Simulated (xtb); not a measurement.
C3H, SMILES [C][C][CH-] (connectivity only; charge and spin as stated), charge -1, multiplicity 1. All values are semi-empirical tight-binding results from xtb (GFN2-xTB unless named), good for trends rather than for accurate numbers. The structure is a stationary point at GFN2-xTB.

Optimised geometry:

```xyz
4

C      0.1769     1.2115     0.0000
C     -0.0313    -0.1183     0.0000
C     -0.0146    -1.3963     0.0000
H     -0.7863     1.8190     0.0000
```
Charge -1, spin multiplicity 1.

Q: Estimate the properties. (The exact figures need the calculation; the answer reports its results.)

A: 
```yaml
point_group_as_xtb_finds_it: Cs
orbital_gap: 0.80 eV
zero_point_energy: 9.8 kcal/mol
G − E(el) at 298.15 K (modified RRHO): -4.9 kcal/mol
static polarisability (D4 model): 36.2 bohr³
solvation energy, GFN2-xTB/ALPB(water): -63.3 kcal/mol
solvation energy, GFN2-xTB/ALPB(hexane): -39.4 kcal/mol
```

Computed IR lines (harmonic; lines under 4 % of the strongest left out, lines within 3 cm⁻¹ merged):
ν (cm⁻¹): 2368 (vs) (against the strongest line: vs over 80 %, s over 45 %, m over 15 %, w over 4 %, vw less)

Q: Give the atomic charges and the Wiberg bond orders between heavy atoms. (The exact figures need the calculation; the answer reports its results.)

A: charges (e) C1 -0.29, C2 -0.11, C3 -0.45, H4 -0.15. Bond orders C1–C2 1.69, C1–C3 0.39, C2–C3 2.26.
